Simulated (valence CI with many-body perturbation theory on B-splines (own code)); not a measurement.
E1 line list for Eu XXXI

Level of theory: configuration interaction combined with many-body perturbation theory (CI+MBPT): five valence electrons over a frozen Dirac-Fock core [Ar] 3d10, a basis of 9 s, 9 p, 8 d, 6 f, 3 g, 1 h functions for each j, with the one-electron correlation potential Σ1 (screened to all orders), the two-electron term Σ2, the three-electron term Σ3, Breit, model QED; selected single and double excitations, second order for the rest (own B-spline code, finite nucleus).

No measured spectrum was set against this ion. As an estimate, large intervals hold to a few tenths of a per cent, small ones and those within an open d or f shell to about a per cent. Among the levels kept, up to 250 cm⁻¹ of a level comes from second order outside the variational space, and about a tenth of that is noise between levels of different J, which matters for small intervals.

Lines 51 to 100 of 220 in falling wavelength, among levels below 1884500 cm⁻¹, chosen from the strongest by gf and those to the six lowest levels. Wavelengths and rates use the calculated energies. Electric multipoles are in the length gauge, E1 and E2 with the static RPA response of the core. Weak lines are less certain than strong ones. Lines between different terms over intervals too small for the method are left out, as are lines whose strength nearly cancels. Where a level lies close to another of its J and parity, the split of strength between their lines is uncertain. The highest levels of a list are the least certain.

Levels are named by their leading jj configuration (3d3/2^4 stands for four electrons in 3d with j = 3/2), which in mixed levels can hold well under half, so a name can repeat and another be missing. Letters in brackets count levels of one name in rising energy.

| λ vac (Å) | Upper | Lower | A (s⁻¹) | S (a.u.) |
| --- | --- | --- | --- | --- |
| 177.3 | (4s 4p1/2^2 4p3/2 4d3/2) J=3/2 | (4s^2 4p1/2 4p3/2 4d3/2) J=1/2 [a] | 1.78e+09 | 1.96e-02 |
| 177.1 | (4s 4p1/2^2 4p3/2 4d3/2) J=1/2 | (4s^2 4p1/2 4p3/2 4d3/2) J=1/2 [a] | 3.89e+09 | 2.13e-02 |
| 176.9 | (4s 4p1/2^2 4p3/2 4d3/2) J=3/2 | (4s^2 4p1/2 4p3/2 4d3/2) J=3/2 [a] | 4.41e+09 | 4.82e-02 |
| 176.7 | (4s 4p1/2^2 4p3/2 4d3/2) J=1/2 | (4s^2 4p1/2 4p3/2 4d3/2) J=3/2 [a] | 1.83e+09 | 9.97e-03 |
| 174.6 | (4s 4p1/2^2 4p3/2 4d5/2) J=5/2 | (4s 4p1/2 4p3/2^3) J=3/2 [b] | 5.47e+08 | 8.63e-03 |
| 174.5 | (4s^2 4p1/2 4p3/2 4d3/2) J=5/2 | (4s^2 4p3/2^3) J=3/2 | 1.28e+09 | 2.02e-02 |
| 173.6 | (4s 4p1/2^2 4p3/2 4d3/2) J=5/2 [a] | (4s 4p1/2 4p3/2^3) J=5/2 | 1.11e+09 | 1.73e-02 |
| 170.8 | (4s 4p1/2^2 4p3/2^2) J=1/2 | (4s^2 4p1/2 4p3/2^2) J=1/2 | 1.22e+10 | 6.01e-02 |
| 170.5 | (4s^2 4p1/2^2 4d3/2) J=3/2 | (4s^2 4p1/2 4p3/2^2) J=5/2 | 4.68e+09 | 4.58e-02 |
| 163.3 | (4p1/2^2 4p3/2^3) J=3/2 | (4s^2 4p1/2 4p3/2 4d3/2) J=1/2 [a] | 2.17e+09 | 1.86e-02 |
| 163.0 | (4p1/2^2 4p3/2^3) J=3/2 | (4s^2 4p1/2 4p3/2 4d3/2) J=3/2 [a] | 2.79e+09 | 2.38e-02 |
| 161.9 | (4s 4p1/2^2 4p3/2 4d5/2) J=3/2 | (4s^2 4p1/2 4p3/2 4d3/2) J=5/2 | 7.00e+09 | 5.87e-02 |
| 161.1 | (4s^2 4p1/2^2 4d3/2) J=3/2 | (4s^2 4p1/2 4p3/2^2) J=3/2 | 1.35e+09 | 1.12e-02 |
| 160.1 | (4s 4p1/2^2 4p3/2^2) J=3/2 | (4s^2 4p1/2 4p3/2^2) J=1/2 | 6.51e+07 | 5.27e-04 |
| 159.7 | (4p1/2^2 4p3/2^3) J=3/2 | (4s 4p1/2 4p3/2^3) J=5/2 | 1.95e+10 | 1.57e-01 |
| 159.5 | (4s 4p1/2 4p3/2^3) J=1/2 | (4s^2 4p3/2^3) J=3/2 | 5.21e+09 | 2.09e-02 |
| 158.8 | (4s 4p1/2^2 4p3/2 4d5/2) J=5/2 | (4s^2 4p1/2 4p3/2 4d3/2) J=7/2 | 3.88e+09 | 4.61e-02 |
| 157.5 | (4s 4p1/2^2 4p3/2 4d3/2) J=5/2 [b] | (4s^2 4p1/2 4p3/2 4d3/2) J=7/2 | 5.28e+09 | 6.11e-02 |
| 153.6 | (4s 4p1/2^2 4p3/2 4d5/2) J=3/2 | (4s 4p1/2 4p3/2^3) J=5/2 | 1.66e+09 | 1.19e-02 |
| 153.3 | (4s 4p1/2^2 4p3/2 4d5/2) J=5/2 | (4s^2 4p1/2 4p3/2 4d3/2) J=5/2 | 4.05e+08 | 4.32e-03 |
| 153.3 | (4s 4p1/2 4p3/2^3) J=3/2 [b] | (4s^2 4p3/2^3) J=3/2 | 4.76e+09 | 3.39e-02 |
| 152.1 | (4s 4p1/2^2 4p3/2 4d3/2) J=5/2 [b] | (4s^2 4p1/2 4p3/2 4d3/2) J=5/2 | 1.59e+09 | 1.66e-02 |
| 150.9 | (4s 4p1/2^2 4p3/2^2) J=1/2 | (4s^2 4p1/2 4p3/2^2) J=3/2 | 8.37e+07 | 2.84e-04 |
| 150.4 | (4p1/2^2 4p3/2^3) J=3/2 | (4s 4p1/2 4p3/2^3) J=3/2 [a] | 2.80e+09 | 1.88e-02 |
| 149.7 | (4s 4p1/2^2 4p3/2^2) J=3/2 | (4s^2 4p1/2 4p3/2^2) J=5/2 | 8.06e+09 | 5.34e-02 |
| 147.7 | (4s^2 4p1/2 4p3/2 4d5/2) J=5/2 [a] | (4s^2 4p3/2^3) J=3/2 | 8.07e+08 | 7.71e-03 |
| 147.5 | (4s 4p1/2^2 4p3/2 4d3/2) J=5/2 [b] | (4s^2 4p1/2 4p3/2 4d3/2) J=3/2 [a] | 1.52e+09 | 1.45e-02 |
| 145.9 | (4s^2 4p1/2 4p3/2 4d3/2) J=3/2 [b] | (4s^2 4p3/2^3) J=3/2 | 1.55e+08 | 9.51e-04 |
| 145.9 | (4s 4p1/2^2 4p3/2 4d5/2) J=5/2 | (4s 4p1/2 4p3/2^3) J=5/2 | 7.42e+08 | 6.82e-03 |
| 145.1 | (4s 4p1/2^2 4p3/2 4d5/2) J=3/2 | (4s 4p1/2 4p3/2^3) J=3/2 [a] | 3.32e+09 | 2.00e-02 |
| 142.4 | (4s 4p1/2^2 4p3/2^2) J=3/2 | (4s^2 4p1/2 4p3/2^2) J=3/2 | 3.43e+09 | 1.96e-02 |
| 139.9 | (4s^2 4p1/2 4p3/2 4d3/2) J=1/2 [b] | (4s^2 4p3/2^3) J=3/2 | 3.30e+08 | 8.92e-04 |
| 139.1 | (4s^2 4p1/2 4p3/2 4d5/2) J=5/2 [b] | (4s^2 4p3/2^3) J=3/2 | 2.16e+09 | 1.72e-02 |
| 139.0 | (4s 4p1/2^2 4p3/2 4d3/2) J=5/2 [a] | (4s^2 4p1/2^2 4d5/2) J=5/2 | 1.70e+09 | 1.35e-02 |
| 138.6 | (4s 4p1/2^2 4p3/2 4d3/2) J=3/2 | (4s^2 4p1/2^2 4d5/2) J=5/2 | 6.09e+08 | 3.20e-03 |
| 138.1 | (4s 4p1/2^2 4p3/2 4d5/2) J=5/2 | (4s 4p1/2 4p3/2^3) J=3/2 [a] | 2.38e+09 | 1.86e-02 |
| 137.6 | (4s^2 4p1/2^2 4d5/2) J=5/2 | (4s^2 4p1/2 4p3/2^2) J=5/2 | 5.17e+08 | 3.99e-03 |
| 136.5 | (4s^2 4p1/2 4p3/2 4d5/2) J=3/2 [a] | (4s^2 4p3/2^3) J=3/2 | 5.11e+09 | 2.57e-02 |
| 136.4 | (4s 4p1/2^2 4p3/2 4d3/2) J=7/2 | (4s^2 4p1/2^2 4d5/2) J=5/2 | 1.24e+09 | 1.24e-02 |
| 131.4 | (4s^2 4p1/2^2 4d5/2) J=5/2 | (4s^2 4p1/2 4p3/2^2) J=3/2 | 1.16e+09 | 7.78e-03 |
| 129.5 | (4s^2 4p1/2 4p3/2 4d5/2) J=5/2 [c] | (4s^2 4p3/2^3) J=3/2 | 7.22e+08 | 4.64e-03 |
| 128.7 | (4s^2 4p1/2 4p3/2 4d5/2) J=3/2 [b] | (4s^2 4p3/2^3) J=3/2 | 1.77e+09 | 7.46e-03 |
| 128.5 | (4s 4p1/2^2 4p3/2 4d3/2) J=5/2 [a] | (4s 4p1/2^2 4p3/2^2) J=3/2 | 1.39e+09 | 8.72e-03 |
| 128.2 | (4s 4p1/2^2 4p3/2 4d3/2) J=3/2 | (4s 4p1/2^2 4p3/2^2) J=3/2 | 3.96e+09 | 1.64e-02 |
| 128.1 | (4s 4p1/2^2 4p3/2 4d3/2) J=1/2 | (4s 4p1/2^2 4p3/2^2) J=3/2 | 1.97e+09 | 4.09e-03 |
| 126.8 | (4s 4p1/2 4p3/2^3) J=3/2 [a] | (4s^2 4p1/2 4p3/2^2) J=1/2 | 4.43e+08 | 1.78e-03 |
| 125.9 | (4s 4p1/2^2 4p3/2 4d5/2) J=3/2 | (4s^2 4p1/2^2 4d5/2) J=5/2 | 1.11e+09 | 4.37e-03 |
| 124.2 | (4s^2 4p1/2 4p3/2 4d5/2) J=1/2 | (4s^2 4p3/2^3) J=3/2 | 3.97e+08 | 7.51e-04 |
| 122.0 | (4s 4p1/2^2 4p3/2 4d3/2) J=3/2 | (4s 4p1/2^2 4p3/2^2) J=1/2 | 1.06e+09 | 3.79e-03 |
| 121.9 | (4s 4p1/2^2 4p3/2 4d3/2) J=1/2 | (4s 4p1/2^2 4p3/2^2) J=1/2 | 1.26e+09 | 2.26e-03 |
